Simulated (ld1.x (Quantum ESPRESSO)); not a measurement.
**Pseudopotential generation for Fe: PAW, PBE, scalar-relativistic.**

ld1.x (Quantum ESPRESSO) 7.5 input, shortened:

```
&input
   title='Fe', zed=26., rel=1, dft='PBE', iswitch=3,
   config='[Ar] 3d6 4s2 4p0'
 /
 &inputp
   pseudotype=3, lpaw=.true., tm=.true., lloc=-2, rcloc=2.85,
   nlcc=.true., new_core_ps=.true., rcore=1.10,
   which_augfun='PSQ', rmatch_augfun_nc=.true.
 /
6
4S  1  0   2.00   0.00  2.00  2.40  0.0
4S  1  0   0.00  -0.05  2.00  2.40  0.0
4P  2  1   0.00   0.00  2.40  2.90  0.0
4P  2  1   0.00   1.90  2.40  2.90  0.0
3D  3  2   6.00   0.00  1.00  1.15  0.0
3D  3  2   0.00   0.05  1.00  1.15  0.0
 &test
   configts(1)='3d6 4s2 4p0'
 /
```

All-electron outer shells of the reference configuration (PBE, scalar-relativistic, ld1.x):

| shell | level (eV) | outermost node (bohr) | outermost maximum (bohr) |
| --- | --- | --- | --- |
| 3s | -94.02 | 0.33 | 0.70 |
| 3p | -60.04 | 0.30 | 0.72 |
| 3d | -7.50 | – | 0.71 |
| 4s | -5.29 | 1.00 | 2.41 |
| 4p | -1.33 | 1.10 | 3.33 |

(1) Estimate the cutoffs (Ry, on a coarse ladder) from which the occupation-weighted sum of valence levels, in a spherical-Bessel basis at the reference potential, stays within 10 and 1 mRy of its value at 400 Ry.

(2) What does a ghost test show?

(3) Is the overlap operator S = 1 + Σ q|β⟩⟨β| positive definite (Bessel basis up to 400 Ry)?

(4) Which valence shell sets the plane-wave cutoff?

(5) Tests: 3d6 4s1 4p0; 3d6 4s0 4p0; 3d5 4s0 4p0; 3d5 4s2 4p0; 3d5 4s2 4p1; 3d6 4s1 4p1; 3d7 4s0 4p0. Which has the largest error in its energy relative to the reference configuration, and how large is it?

Results:

(1) 80 Ry and 140 Ry.

(2) No extra level below or beside the all-electron valence levels (s, p, d, f tested).

(3) Yes: its lowest eigenvalue is 0.38 (s channel).

(4) 3d: its level needs 100 Ry to come within 1 mRy, against 6 Ry for 4s.

(5) 3d5 4s0 4p0, with -326 meV (all-electron minus pseudo) on +59.16 eV.
